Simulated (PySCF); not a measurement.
InEt2(NMe2), C6H16InN.
Bonds: In1–C2, In1–C9, In1–N16, C2–C3, C9–C10, N16–C17, N16–C18. Hydrogens: H4, H5 on C2; H6, H7, H8 on C3; H11, H12 on C9; H13, H14, H15 on C10; H19, H20, H21 on C17; H22, H23, H24 on C18.

The calculation used PySCF 2.14.0, PBE0-D3(BJ)/def2-SVP geometry optimisation, gas phase, def2 core potentials past Kr.

Entries marked ? are missing. Bonds in one row agree within 0.01 Å.

```
              coordinate    value
          In1–C2, In1–C9        ?
                 In1–N16        ?
           C2–C3, C9–C10        ?
  C2–H4 and 3 like bonds  1.102 Å
  C3–H6 and 5 like bonds  1.103 Å
        N16–C17, N16–C18        ?
C17–H19 and 3 like bonds  1.112 Å
        C17–H20, C18–H22  1.102 Å
               C2–In1–C9        ?
              C2–In1–N16   111.9°
               In1–C2–C3        ?
             In1–N16–C17   123.5°
             C17–N16–C18        ?
```

Question: Fill in the missing values.

Answer: 
- In1–C2, In1–C9 = 2.176 Å (ends: indium bonded to 2 C and N; carbon bonded to C, In and 2 H); equal to the sum of covalent radii, 2.18 Å.
- In1–N16 = 2.055 Å (ends: indium bonded to 2 C and N; nitrogen bonded to 2 C and In); 0.07 Å below the sum of covalent radii, 2.13 Å.
- C2–C3, C9–C10 = 1.526 Å (ends: carbon bonded to C, In and 2 H; carbon bonded to C and 3 H); 0.01 Å above the sum of covalent radii, 1.52 Å.
- N16–C17, N16–C18 = 1.434 Å (ends: nitrogen bonded to 2 C and In; carbon bonded to N and 3 H); 0.04 Å below the sum of covalent radii, 1.47 Å.
- C2–In1–C9 = 136.0°, at the indium bonded to 2 C and N; the outer atoms are 4.035 Å apart.
- In1–C2–C3 = 113.4°, at the carbon bonded to C, In and 2 H; the outer atoms are 3.115 Å apart.
- C17–N16–C18 = 113.0°, at the nitrogen bonded to 2 C and In; the outer atoms are 2.392 Å apart.

Radii are Cordero's, carbon taken as 0.76, 0.73 or 0.69 Å for four, three, and two or fewer neighbours.

No frequency check. One conformer, not necessarily the lowest (C9–In1–C2–C3 108°, C2–In1–C9–C10 111°).

Time: 6.0 min wall; peak memory 0.97 GiB. Hardware: one thread of an Arm Neoverse V2, shared host with 192 logical CPUs at a one-minute load of 69. That covers the optimisation of the geometry.
